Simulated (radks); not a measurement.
Correlation energies from several functionals, in hartree. Species: Pd [Kr] 4d10; Sn3+ [Kr] 4d10 5s1. Calculated with a radial shooting solver on a logarithmic mesh with Libxc functionals: non-relativistic Kohn-Sham, LDA (Slater exchange, Perdew-Wang correlation), spin-polarised, spherical densities, point nucleus. Every spin shell is full or empty, so the densities are truly spherical. Functionals are evaluated on that one density, not self-consistently.

\begin{tabular}{lrr}
functional & Pd & Sn3+ \\ \hline
PW92 & -4.3410 & -4.6203 \\
VWN5 & -4.3601 & -4.6409 \\
PZ & -4.3389 & -4.6180 \\
Chachiyo & -4.2817 & -4.5608 \\
PBE & -2.4128 & -2.5664 \\
PBEsol & -2.7341 & -2.9019 \\
PW91 & -2.6061 & -2.7762 \\
SCAN & -2.4197 & -2.5542 \\
r2SCAN & -2.4333 & -2.5681 \\
B95 & -2.9213 & -3.1439 \\
Tao-Mo & -2.3279 & -2.4807 \\
\end{tabular}
